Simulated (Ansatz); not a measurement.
Start from `F[SiH2][TeH]` and change one atom or group to get `N[SiH2][TeH]`.

Ansatz, PBE0-D4/def2-TZVP geometries, multiplicity 1. Each molecule was computed in one conformer, which needn't be the lowest.

Elements past krypton have def2 core potentials.

```csv
property,`F[SiH2][TeH]`
size of the dipole moment (B3LYP/def2-TZVPP) / D,1.11
LUMO energy (B3LYP/def2-TZVPP) / eV,-1.05
size of the dipole moment (ωB97M-V/def2-TZVPP) / D,1.06
LUMO energy (PBE/def2-TZVPP) / eV,-1.63
HOMO energy (PBE/def2-TZVPP) / eV,-5.87
HOMO energy (ωB97M-V/def2-TZVPP) / eV,-8.97
```

Give the same properties after the change, and the shifts. (Estimate.)

Ansatz gave: 
```
                                          property  `N[SiH2][TeH]`  shift
  size of the dipole moment (B3LYP/def2-TZVPP) / D            1.68   0.57
               LUMO energy (B3LYP/def2-TZVPP) / eV           -0.64   0.41
size of the dipole moment (ωB97M-V/def2-TZVPP) / D            1.73   0.67
                 LUMO energy (PBE/def2-TZVPP) / eV           -1.20   0.43
                 HOMO energy (PBE/def2-TZVPP) / eV           -5.32   0.55
             HOMO energy (ωB97M-V/def2-TZVPP) / eV           -8.43   0.54
```

With PBE0 the HOMO rises by 0.55 eV and the LUMO rises by 0.42 eV, so the gap narrows by about 0.13 eV. PBE moves the HOMO by 0.55 eV and ωB97M-V by 0.54 eV. The zero-point energy changes by 61.0 kJ/mol with +6 modes. Dipoles are sizes alone; their direction can turn.

B3LYP here is the variant with VWN-RPA as its local correlation; programs differ in this.

Spin–orbit coupling is left out; it splits and shifts lone-pair levels of the heavy atoms by tenths of an eV.
